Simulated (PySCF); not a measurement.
Predicted spectroscopic data

Theoretical values (PySCF 2.14): shieldings: GIAO PBE0/pcSseg-1, J: B3LYP/pcJ-1 (spin–dipole term left out of most H,H and C,H couplings), GFN2-xTB structure. One computed conformer, no solvent, no relativistic terms, fast rotation and ring inversion assumed for equivalent nuclei.

Chemical shifts δ = σref − σ; 1H (31.72 ppm), 13C (186.93 ppm) against TMS, all at this level. Multiplet labels drop J under 1 Hz and among equivalent protons, and merge close values. Unscaled 3J(H,H) run several per cent high. Splittings of carbon signals by F and P are missing where no couplings were computed. Where no couplings were computed, multiplicities follow the n + 1 count of equivalent neighbours, and m marks all less simple cases (inequivalent or close neighbours, rings, F or P nearby). One-bond C–F couplings are unscaled and too large by tens of Hz. Shifts are as computed. Against solution values, carbons near 30 ppm lie about +3 ppm off and those near 130 ppm about +5 ppm. Of 1211 compounds with measured shifts, 218 miss one by over three times the rms of a fit or turn the order of signals round; such compounds aren't used in these exercises.

Compound 1 (C₅H₁₃O₄P). 1H NMR (400 MHz, computed): δ 3.99 (m, 2H), 3.94 (m, 6H), 1.59 (m, 2H), 1.13 (t, 3H). 13C{1H} NMR (computed): δ 70.4 (CH2), 54.0 (CH3), 27.9 (CH2), 13.2 (CH3). Structure: `CCCOP(=O)(OC)OC`.

Compound 2 (C₃H₇FO₂). 1H NMR (400 MHz, computed): δ 5.65 (d, J = 83.7 Hz, 1H), 3.62 (s, 6H). 13C{1H} NMR (computed): δ 125.9 (CH, d, J = 289.1 Hz), 55.4 (CH3, d, J = 3.1 Hz). Structure: `O(C(OC)F)C`.
